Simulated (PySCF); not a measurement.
**Electronic structure of P²⁺ (phosphorus, charge +2) at the UHF level**

Configuration: [Ne] 3s2 3p1, 2P determinant. Computed with PySCF 2.14 in x2c-TZVPall (5s5p2d1f, 37 functions), with scalar relativity by spin-free X2C-1e.

| Property | Result |
| --- | --- |
| Total energy | -340.458491 hartree |
| One-electron energy | -460.2675 hartree |
| Hartree (Coulomb) energy | 141.9320 hartree |
| Exchange energy | -22.1230 hartree |
| ⟨S²⟩ | 0.7635 |
| ⟨L²⟩ | 2.041 |
| Sum of ⟨r⟩ | 9.638 bohr |
| Sum of ⟨r²⟩ | 14.09 bohr² |
| Traceless quadrupole moment −½Σ⟨3z² − r²⟩ along its main axis | -1.87 e·bohr² |
| Langevin diamagnetic susceptibility | -11.2 ×10⁻⁶ cm³/mol |
| Time after the integrals | 0.08 s of wall time on 1 thread of Neoverse-V2 (shared host) |

```json
{"shell": "1s α", "electrons": "1", "mean orbital energy (eV)": "-2206.8", "spread (eV)": "0", "rms radius, mean of both spins (bohr)": "0.120"}
{"shell": "1s β", "electrons": "1", "mean orbital energy (eV)": "-2206.5", "spread (eV)": "0", "rms radius, mean of both spins (bohr)": "0.120"}
{"shell": "2s α", "electrons": "1", "mean orbital energy (eV)": "-229.51", "spread (eV)": "0", "rms radius, mean of both spins (bohr)": "0.559"}
{"shell": "2s β", "electrons": "1", "mean orbital energy (eV)": "-229.22", "spread (eV)": "0", "rms radius, mean of both spins (bohr)": "0.559"}
{"shell": "2p α", "electrons": "3", "mean orbital energy (eV)": "-171.07", "spread (eV)": "0.543", "rms radius, mean of both spins (bohr)": "0.539"}
{"shell": "2p β", "electrons": "3", "mean orbital energy (eV)": "-170.53", "spread (eV)": "0.637", "rms radius, mean of both spins (bohr)": "0.539"}
{"shell": "3s α", "electrons": "1", "mean orbital energy (eV)": "-40.152", "spread (eV)": "0", "rms radius, mean of both spins (bohr)": "1.89"}
{"shell": "3s β", "electrons": "1", "mean orbital energy (eV)": "-37.161", "spread (eV)": "0", "rms radius, mean of both spins (bohr)": "1.89"}
{"shell": "3p α", "electrons": "1", "mean orbital energy (eV)": "-29.956", "spread (eV)": "0", "rms radius, mean of both spins (bohr)": "2.13"}
```

Densities and radii are taken from the X2C orbitals without a picture-change correction, which distorts them close to the nucleus.
